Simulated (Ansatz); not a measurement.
Cost and result for the atomization energy of BrF2Ge (`[F][Ge]([F])[Br]`) radical (4 atoms, 3 bonds).

Charge 0, multiplicity 2. Correlated methods include outer-core shells of Br, Ge, which these sets cover unevenly. Scalar relativity is left out up to krypton. The geometry is a stationary point of PBE0-D4/def2-TZVP. Program: Ansatz. All runs use 4 threads of a server CPU on a shared host. Times are those of one run each, without the atoms' runs, and a repeat can differ threefold. Electronic energies, without spin–orbit coupling; frozen cores. CCSD(T)/CBS adds CCSD(T) − MP2 in def2-TZVPP to the MP2 limit, and its time is that of the two runs behind it. T1 = 0.013; ⟨S²⟩ of the reference is 0.76. With those shells the extrapolation isn't a true limit.

CCSD(T)/CBS is a level of theory with its own doubt, some kJ/mol a heavy atom from the limit and from the frozen cores, so smaller differences don't rank the functionals.

```
                           level  functions  wall time
          LDA (SPW92)/def2-TZVPP        158      1.5 s
              RPA@PBE/def2-TZVPP        158      3.5 s
              PBE0-D4/def2-TZVPP        158      3.7 s
             BHLYP-D4/def2-TZVPP        158      4.6 s
         CAM-B3LYP-D4/def2-TZVPP        158      4.6 s
             PBE-QIDH/def2-TZVPP        158      5.5 s
               B97M-V/def2-TZVPP        158        6 s
           r2SCANh-D4/def2-TZVPP        158        6 s
ωB97M-V/def2-TZVPP (with forces)        158       13 s
                CCSD(T)/def2-SVP         92       15 s
                  MP2/def2-QZVPP        292       17 s
              CCSD(T)/def2-TZVPP        158    2.4 min
               CCSD(T)/CBS(def2)          –    2.6 min
```

Question: What atomization energy does each give, and how far from CCSD(T)/CBS? (Estimate.)

Answer: Ansatz gave: 
```tsv
level	atomization (kJ/mol)	difference from CCSD(T)/CBS	per bond
LDA (SPW92)/def2-TZVPP	1481.4	264.4	88.1
RPA@PBE/def2-TZVPP	1058.1	-158.9	-53.0
PBE0-D4/def2-TZVPP	1206.6	-10.4	-3.5
BHLYP-D4/def2-TZVPP	1122.9	-94.1	-31.4
CAM-B3LYP-D4/def2-TZVPP	1209.9	-7.1	-2.3
PBE-QIDH/def2-TZVPP	1203.2	-13.8	-4.6
B97M-V/def2-TZVPP	1231.1	14.1	4.7
r2SCANh-D4/def2-TZVPP	1220.2	3.2	1.1
ωB97M-V/def2-TZVPP (with forces)	1204.2	-12.8	-4.3
CCSD(T)/def2-SVP	1095.9	-121.1	-40.3
MP2/def2-QZVPP	1282.3	65.3	21.8
CCSD(T)/def2-TZVPP	1181.0	-36.0	-12.0
CCSD(T)/CBS(def2)	1217.0	0.0	0.0
```

In def2-TZVPP, CCSD(T) changes the Hartree–Fock value by +370.8 kJ/mol (the triples alone add +35.1 kJ/mol) and MP2 by +449.7 kJ/mol; breaking electron pairs costs correlation energy, which Hartree–Fock lacks. From BLYP to BHLYP (50 % exact exchange), in def2-TZVPP and without D4, the atomization energy moves by −99.0 kJ/mol: exact exchange takes away binding that semilocal exchange gives to molecules. Leaving LDA and LC-ωPBE aside and taking each functional with its dispersion term where it has one, the values, not all of them listed here, spread over 149.3 kJ/mol, from BHLYP-D4 to PBE-D4. LDA lies +218.7 kJ/mol from PBE without D4, its usual overbinding.
